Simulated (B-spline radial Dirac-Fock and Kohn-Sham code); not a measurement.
## Binding energies of Ru at several levels of theory

System: atomic ruthenium, configuration [Kr] 4d6 5s1 5p1 (not the ground configuration).

The density-functional columns are spherical, spin-unpolarised Dirac-Kohn-Sham results without Breit or QED terms: −ε is minus the orbital energy of the initial state and ΔSCF the difference of two total energies. The reference in the last column comes from Dirac-Fock ΔSCF + Breit + QED. All numbers are from a radial atomic solver, in eV; a selection of levels is shown. The Kohn-Sham columns are given as differences from the reference. For the 1s level of heavy atoms much of the gap between ΔSCF and the reference is the Breit and QED part, -63.3 eV here; for other levels the error of the functional can be larger.

```
level  LDA −ε − DF  LDA ΔSCF − DF  Dirac-Fock
    K       -230.2          +56.0     22131.4
   L1        -91.6          -43.6      3245.1
   L2        -66.6           -6.6      2982.8
   L3        -68.3          -11.2      2853.8
   M1        -43.9          -28.1       602.9
   M2        -33.8          -17.7       500.7
   M3        -33.6          -17.9       478.2
   M4        -17.2           -0.3       298.1
   M5        -17.4           -0.7       294.0
   N2         -8.4           -2.0       61.93
   N3         -8.5           -2.2       58.54
 N4,5         -3.4           +1.7       12.74
   O1         -1.8           +1.4        8.24
 O2,3         -1.7           +0.7        3.92
```

Values without a named source are computed, but for edge energies of neutral atoms, which are taken from tables.
